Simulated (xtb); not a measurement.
Job for xtb: GFN2-xTB on ClH2NSn (SMILES [NH2][Sn][Cl]), a point of a torsion scan.

```
$ xtb mol.xyz --gfn 2 --opt vtight --chrg 0 --uhf 0 --input xcontrol
5

N     -0.87319299     0.01502448    -0.01987057
Sn     0.84616131    -0.90535669    -0.42407100
Cl     1.78704718    -0.08706462    -2.41234549
H     -1.02950192     0.97706465    -0.31569610
H     -1.61734501    -0.47228038     0.47581159
$constrain
  force constant=1.0
  dihedral: 4,1,2,3,330.0
$end
```

Output:

```
[...]
           -------------------------------------------------
          |                Calculation Setup                |
           -------------------------------------------------



           -------------------------------------------------
          |                 G F N 2 - x T B                 |
           -------------------------------------------------

        Reference                      10.1021/acs.jctc.8b01176
      * Hamiltonian:
        H0-scaling (s, p, d)           1.850000    2.230000    2.230000
        zeta-weighting                 0.500000
      * Dispersion:
        s8                             2.700000
        a1                             0.520000
        a2                             5.000000
        s9                             5.000000
      * Repulsion:
        kExp                           1.500000    1.000000
        rExp                           1.000000
      * Coulomb:
        alpha                          2.000000
        third order                    shell-resolved
        anisotropic                    true
        a3                             3.000000
        a5                             4.000000
        cn-shift                       1.200000
        cn-exp                         4.000000
        max-rad                        5.000000


          ...................................................
          :                      SETUP                      :
          :.................................................:
          :  # basis functions                  26          :
          :  # atomic orbitals                  24          :
          :  # shells                           10          :
          :  # electrons                        18          :
          :  max. iterations                   250          :
          :  Hamiltonian                  GFN2-xTB          :
          :  restarted?                      false          :
          :  GBSA solvation                  false          :
          :  PC potential                    false          :
          :  electronic temp.          300.0000000     K    :
          :  accuracy                    1.0000000          :
          :  -> integral cutoff          0.2500000E+02      :
          :  -> integral neglect         0.1000000E-07      :
          :  -> SCF convergence          0.1000000E-05 Eh   :
          :  -> wf. convergence          0.1000000E-03 e    :
          :  Broyden damping             0.4000000          :
          :  net charge                          0          :
          :  unpaired electrons                  0          :
          ...................................................

 iter      E             dE          RMSdq      gap      omega  full diag
   1     -8.7949624 -0.879496E+01  0.241E+01    1.67       0.0  T
   2     -9.8434937 -0.104853E+01  0.242E+01    6.53       1.0  T
   3    -10.4048524 -0.561359E+00  0.101E+01    5.74       1.0  T
   4    -10.4586365 -0.537842E-01  0.895E+00    5.47       1.0  T
   5    -10.4389227  0.197138E-01  0.137E+01    6.11       1.0  T
   6    -10.7043831 -0.265460E+00  0.470E+00    3.58       1.0  T
   7    -10.6861820  0.182011E-01  0.643E+00    3.19       1.0  T
   8    -10.7065960 -0.204140E-01  0.163E+00    3.63       1.0  T
   9    -10.7067874 -0.191379E-03  0.934E-01    3.68       1.0  T
  10    -10.7066408  0.146605E-03  0.102E+00    3.67       1.0  T
  11    -10.7078201 -0.117932E-02  0.404E-01    3.93       1.0  T
  12    -10.7078524 -0.323437E-04  0.254E-01    3.92       1.0  T
  13    -10.7079117 -0.592707E-04  0.883E-02    3.89       1.0  T
  14    -10.7079172 -0.549661E-05  0.310E-02    3.88       1.4  T
  15    -10.7079170  0.228571E-06  0.300E-02    3.87       1.5  T
  16    -10.7079172 -0.213129E-06  0.706E-03    3.87       6.3  T
  17    -10.7079173 -0.904452E-07  0.227E-03    3.88      19.7  T
  18    -10.7079173 -0.559614E-08  0.139E-03    3.88      32.2  T
  19    -10.7079173 -0.165677E-08  0.799E-04    3.88      56.0  T
  20    -10.7079173 -0.870617E-09  0.164E-04    3.88     272.5  T

   *** convergence criteria satisfied after 20 iterations ***

         #    Occupation            Energy/Eh            Energy/eV
      -------------------------------------------------------------
         1        2.0000           -1.0234131             -27.8485
       ...           ...                  ...                  ...
         3        2.0000           -0.5773446             -15.7103
         4        2.0000           -0.5110864             -13.9074
         5        2.0000           -0.4483724             -12.2008
         6        2.0000           -0.4138491             -11.2614
         7        2.0000           -0.4122304             -11.2174
         8        2.0000           -0.3944525             -10.7336
         9        2.0000           -0.3812135             -10.3733 (HOMO)
        10                         -0.2387752              -6.4974 (LUMO)
        11                     
[...]
   -0.4963530             -13.5065
         5        2.0000           -0.4438695             -12.0783
         6        2.0000           -0.4127120             -11.2305
         7        2.0000           -0.4102610             -11.1638
         8        2.0000           -0.4019107             -10.9365
         9        2.0000           -0.3755747             -10.2199 (HOMO)
        10                         -0.2449044              -6.6642 (LUMO)
        11                         -0.1680471              -4.5728
        12                         -0.1573114              -4.2807
        13                         -0.0937733              -2.5517
        14                         -0.0871695              -2.3720
       ...                                ...                  ...
        24                          0.4721261              12.8472
      -------------------------------------------------------------
                  HL-Gap            0.1306703 Eh            3.5557 eV
             Fermi-level           -0.3102396 Eh           -8.4420 eV

 SCC (total)                   0 d,  0 h,  0 min,  0.001 sec
 SCC setup                      ...        0 min,  0.000 sec (  2.426%)
 Dispersion                     ...        0 min,  0.000 sec (  0.602%)
 classical contributions        ...        0 min,  0.000 sec (  0.231%)
 integral evaluation            ...        0 min,  0.000 sec ( 29.763%)
 iterations                     ...        0 min,  0.000 sec ( 20.967%)
 molecular gradient             ...        0 min,  0.001 sec ( 43.075%)
 printout                       ...        0 min,  0.000 sec (  2.592%)

         :::::::::::::::::::::::::::::::::::::::::::::::::::::
         ::                     SUMMARY                     ::
         :::::::::::::::::::::::::::::::::::::::::::::::::::::
         :: total energy             -10.677264714801 Eh    ::
         :: gradient norm              0.000056529894 Eh/a0 ::
         :: HOMO-LUMO gap              3.555720102382 eV    ::
         ::.................................................::
         :: SCC energy               -10.718018416350 Eh    ::
         :: -> isotropic ES            0.010272801627 Eh    ::
         :: -> anisotropic ES          0.005844365395 Eh    ::
         :: -> anisotropic XC          0.000224640757 Eh    ::
         :: -> dispersion             -0.002869243896 Eh    ::
         :: repulsion energy           0.040738119626 Eh    ::
         :: add. restraining           0.000015581923 Eh    ::
         :: total charge              -0.000000000000 e     ::
         :::::::::::::::::::::::::::::::::::::::::::::::::::::

           -------------------------------------------------
          |                Property Printout                |
           -------------------------------------------------

    * Orbital Energies and Occupations

         #    Occupation            Energy/Eh            Energy/eV
      -------------------------------------------------------------
         1        2.0000           -1.0209398             -27.7812
         2        2.0000           -0.8155761             -22.1930
         3        2.0000           -0.5763222             -15.6825
         4        2.0000           -0.4963530             -13.5065
         5        2.0000           -0.4438695             -12.0783
         6        2.0000           -0.4127120             -11.2305
         7        2.0000           -0.4102610             -11.1638
         8        2.0000           -0.4019107             -10.9365
         9        2.0000           -0.3755747             -10.2199 (HOMO)
        10                         -0.2449044              -6.6642 (LUMO)
        11                         -0.1680471              -4.5728
        12                         -0.1573114              -4.2807
        13                         -0.0937733              -2.5517
        14                         -0.0871695              -2.3720
        15                         -0.0426365              -1.1602
        16                         -0.0093731              -0.2551
        17                          0.0582994               1.5864
        18                          0.0583778               1.5885
        19                          0.0619773               1.6865
        20                          0.0628327               1.7098
       ...                                ...                  ...
        24                          0.4721261              12.8472
      -------------------------------------------------------------
                  HL-Gap            0.1306703 Eh            3.5557 eV
             Fermi-level           -0.3102396 Eh           -8.4420 eV

     #   Z          covCN         q      C6AA      α(0)
     1   7 N        2.541    -0.438    31.481     8.333
     2  50 Sn       1.626     0.395   446.680    45.467
     3  17 Cl       0.804    -0.278   107.900    15.890
     4   1 H        0.860     0.167     1.292     1.780
     5   1 H        0.861     0.154     1.376     1.838

 Mol. C6AA /au·bohr⁶  :       1520.590858
 Mol. C8AA /au·bohr⁸  :     112276.036284
 Mol. α(0) /au        :         73.308290


Wiberg/Mayer (AO) data.
largest (>0.10) Wiberg bond orders for each atom
Note: The following floating-point exceptions are signalling: IEEE_UNDERFLOW_FLAG IEEE_DENORMAL
normal termination of xtb

 ---------------------------------------------------------------------------
     #   Z sym  total        # sym  WBO       # sym  WBO       # sym  WBO
 ---------------------------------------------------------------------------
     1   7 N    3.223 --     2 Sn   1.310     5 H    0.948     4 H    0.939
     2  50 Sn   2.578 --     1 N    1.310     3 Cl   1.213
     3  17 Cl   1.244 --     2 Sn   1.213
     4   1 H    0.972 --     1 N    0.939
     5   1 H    0.976 --     1 N    0.948
 ---------------------------------------------------------------------------

Topologies differ in total number of bonds
Writing topology from bond orders to xtbtopo.mol

molecular dipole:
                 x           y           z       tot (Debye)
 q only:       -0.185      -0.504       1.139
   full:       -0.080      -0.900       1.754       5.015
molecular quadrupole (traceless):
                xx          xy          yy          xz          yz          zz
 q only:        1.216      -2.697       4.629       4.411       0.101      -5.846
  q+dip:        1.811      -5.735       6.866       6.146      -1.024      -8.677
   full:        1.224      -4.155       8.306       7.240       0.734      -9.530

           -------------------------------------------------
          |                Geometry Summary                 |
           -------------------------------------------------

      molecular mass/u    :      170.1856349
   center of mass at/Å    :        0.9218698      -0.7104032      -0.7136198
  moments of inertia/u·Å² :        0.6058146E+02   0.1690232E+03   0.2292870E+03
rotational constants/cm⁻¹ :        0.2782639E+00   0.9973563E-01   0.7352197E-01

 * 2 selected distances

     #   Z          #   Z                                           value/Å
     1   7 N        4   1 H                                       1.0116334 (min)
     1   7 N        5   1 H                                       1.0121638 (max)

 * 1 distinct bonds (by element types)

   Z      Z             #   av. dist./Å        max./Å        min./Å
   1 H    7 N           2     1.0118986     1.0121638     1.0116334


optimized geometry written to: xtbopt.xyz


           -------------------------------------------------
          | TOTAL ENERGY              -10.677264714801 Eh   |
          | GRADIENT NORM               0.000056529894 Eh/α |
          | HOMO-LUMO GAP               3.555720102382 eV   |
           -------------------------------------------------

------------------------------------------------------------------------
------------------------------------------------------------------------
 total:
 SCF:
 ANC optimizer:
```

The run finished.

Warnings raised: the energy holds the restraint's term.

Cost: very roughly 0.05 core-seconds.
